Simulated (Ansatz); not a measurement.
`F[Si](F)([SiH3])[SiH3]` + HCl → `F[Si]([SiH3])([SiH3])Cl` + H–F  (ligand exchange at the Si–F bond)

Calculated with Ansatz (gas phase, PBE0-D4/def2-TZVP geometries, no zero-point term in ΔE). CBS: MP2 limit from def2 TZ/QZ plus the TZ coupled-cluster correction, frozen cores. This one scheme is used for every species. DFT in def2-TZVPP. B3LYP here is the variant with VWN-RPA as its local correlation; programs differ in this.

`F[Si](F)([SiH3])[SiH3]`:

```xyz
11

F     0.885   -1.503   -1.398
Si    0.699   -0.208   -0.476
F     2.058    0.629   -0.606
Si   -1.055    1.084   -1.359
Si    0.473   -0.911    1.755
H    -2.316    0.299   -1.286
H    -1.206    2.316   -0.540
H    -0.775    1.452   -2.771
H    -0.760   -1.734    1.879
H     1.653   -1.711    2.174
H     0.344    0.286    2.628
```

HCl:

```xyz
2

Cl   -0.414    0.339   -0.350
H     0.414   -0.339    0.350
```

`F[Si]([SiH3])([SiH3])Cl`:

```xyz
11

F    -1.648   -1.212   -0.937
Si   -0.328   -0.330   -0.704
Si   -0.961    1.791    0.070
Si    1.165   -1.539    0.640
Cl    0.563   -0.076   -2.545
H    -1.860    2.442   -0.918
H     0.271    2.605    0.245
H    -1.654    1.667    1.379
H     0.555   -1.795    1.972
H     2.395   -0.723    0.815
H     1.504   -2.829   -0.015
```

H–F:

Z-matrix (Å, degrees):
```
F
H 1 0.920
```

| level | ΔE (kJ/mol) |
| --- | --- |
| B3LYP | 45.7 |
| CCSD/def2-TZVPP | 40.9 |

Problem. What does CCSD(T)/CBS give? (Best estimate.)

Solution. The calculation gave: +33.1 kJ/mol. The listed levels differ from it by 12.6, 7.8 kJ/mol.

Problem. What do rigid-rotor, harmonic-oscillator terms from PBE0-D4/def2-TZVP frequencies (298.15 K, 1 bar) make of the CCSD(T)/CBS value? (Estimate.)

Solution. Ansatz gave: ΔZPE = +4.2 kJ/mol, ΔH = +38.1 kJ/mol, ΔS = 3 J/(mol·K), ΔG = +37.2 kJ/mol.

Largest T1 diagnostic among the species: 0.013.

The D4 term adds −7.8 kJ/mol with B3LYP and −4.3 kJ/mol with PBE0; it sums over pairs of atoms, weighted by their polarisabilities, and B3LYP, whose exchange is more repulsive, gets the larger term. In def2-TZVPP, CCSD(T) changes the Hartree–Fock value by −12.7 kJ/mol (the triples alone add −2.9 kJ/mol) and MP2 by −20.0 kJ/mol. At CCSD(T), def2-SVP lies +3.9 kJ/mol from the extrapolated value and def2-TZVPP +4.9 kJ/mol.

CCSD(T)/CBS has its own doubt, a few kJ/mol and more with outer-core shells, so smaller differences from it don't rank the levels.
